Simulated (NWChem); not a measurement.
Species: C$_{3}$H$_{7}$FSi; SMILES C=C[SiH](C)F

```xyz
12

Si     0.0337    -0.4659    -0.4346
C     -0.9049    -1.7921     0.5000
F      1.5678    -0.3708     0.1657
C     -0.7283     1.2264    -0.2144
C     -0.0539     2.2520     0.3442
H      0.1504    -0.8306    -1.8901
H     -1.9405    -1.8767     0.1096
H     -0.4173    -2.7818     0.3919
H     -0.9644    -1.5441     1.5789
H     -1.7707     1.3961    -0.5463
H      0.9884     2.1302     0.6861
H     -0.5055     3.2495     0.4843
```
Atoms are numbered in this order, from 1.

All runs: NWChem. All runs use the structure optimised with PBE-D3(BJ)/def2-SVP. No frequency run checked for a minimum. Vertical excitations in the gas phase; the lowest state need not have the same character in each row.

Problem. Order these by “lowest excitation, singlet (eV)”, lowest first: BHandHLYP/def2-SVP, TDA; PBE/def2-SVP, TDA; B3LYP/def2-SVP, TDA.

Solution. PBE/def2-SVP, TDA (6.23), B3LYP/def2-SVP, TDA (6.68), BHandHLYP/def2-SVP, TDA (7.16)
